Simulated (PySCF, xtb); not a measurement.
Si(H)2(Cl)(OMe) (CH5ClOSi), SMILES CO[SiH2]Cl.

The structure is a stationary point at PBE-D3(BJ)/def2-SVP. Other conformers were not sampled.

Computed with PySCF with C-PCM-M06-2X/def2-SVP.

The values are the electrostatic part of the solvation free energy, E(continuum) − E(gas) at the gas-phase geometry, in a cavity of scaled van der Waals radii (PySCF's table); cavitation and dispersion terms are not included. In vacuum the orbital gap is 11.66 eV. The dipole moment in vacuum is 1.56 D.

Problem. Estimate the values in water (ε = 78.36), n-hexane (ε = 1.88), diethylether (ε = 4.24). (Estimate from the structure and the level; the computed values follow.)

Solution. 
```
solvent           ε  ΔG(elec) (kcal/mol)  dipole (D)  gap (eV)
------------  -----  -------------------  ----------  --------
water         78.36                 -2.6        1.92     11.69
n-hexane       1.88                 -1.1        1.71     11.68
diethylether   4.24                 -1.9        1.82     11.68
```

For comparison, GFN2-xTB/ALPB(water) (xtb, at the GFN2-xTB geometry, all terms of that model) gives -0.4 kcal/mol.
